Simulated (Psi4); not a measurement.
C2H5Se, doublet, geometry from GFN2-xTB. Base run: M06-2X/STO-3G run with Psi4.

Geometry (Å):
```xyz
8

C      1.4976     0.1635    -0.5891
Se    -0.0064    -0.2136     0.3827
C     -1.3316     0.5517    -0.8325
H      2.4291    -0.1475    -0.1512
H      1.4976     1.0584    -1.1873
H     -1.1549     1.6213    -0.9210
H     -1.2303     0.0702    -1.8021
H     -2.3193     0.3686    -0.4194
```
Charge 0, spin multiplicity 2.
Orbitals are unrestricted.
All else is at Psi4's defaults (density fitting).
Base energy -2453.09284 Eh.

Each row names what was changed in the base input (with any setting that the change needs).

```
change                                        ΔE vs base (mEh)  SCF cycles  grid points  basis functions
--------------------------------------------  ----------------  ----------  -----------  ---------------
base                                                     0.000           9       170267               33
level_shift = 1.0                                        0.000           9       170267               33
d_convergence = 1e-8                                     0.000          12       170267               33
guess = core                                             0.000          11       170267               33
cholesky_tolerance = 1e-6 (with scf_type cd)             1.254           9       170267               33
guess = modhuckel                                        0.000          12       170267               33
dft_radial_points = 50                                  75.696           9       115093               33
dft_nuclear_scheme = becke                              -0.008           9       168977               33
df_basis_scf = cc-pvtz-jkfit                             3.339           9       170267               33
dft_nuclear_scheme = stratmann                          -0.067           9       158393               33
dft_pruning_scheme = robust                              0.000           9       116241               33
scf_type = disk_df                                       0.000           9       170267               33
df_basis_scf = def2-universal-jkfit                      0.000           9       170267               33
```

Open shells are given as the SCF converged; they aren't shown to be the lowest states, and a large step between rows can be another state.
